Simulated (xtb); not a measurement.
C4H7NSi, SMILES CC1=CN=C[SiH2]1. All values are semi-empirical tight-binding results from xtb (GFN2-xTB unless named), good for trends rather than for accurate numbers. Geometry optimised at GFN2-xTB. The structure was generated by enumeration, and PubChem lists no compound with its InChIKey, so it may never have been made.

Computed properties:
```yaml
point_group_as_xtb_finds_it: Cs
orbital_gap: 1.91 eV
dipole_moment: 2.66 D
zero_point_energy: 59.8 kcal/mol
G − E(el) at 298.15 K (modified RRHO): 40.7 kcal/mol
static polarisability (D4 model): 79.2 bohr³
solvation energy, GFN2-xTB/ALPB(water): -2.4 kcal/mol
solvation energy, GFN2-xTB/ALPB(dmf): -5.4 kcal/mol
```
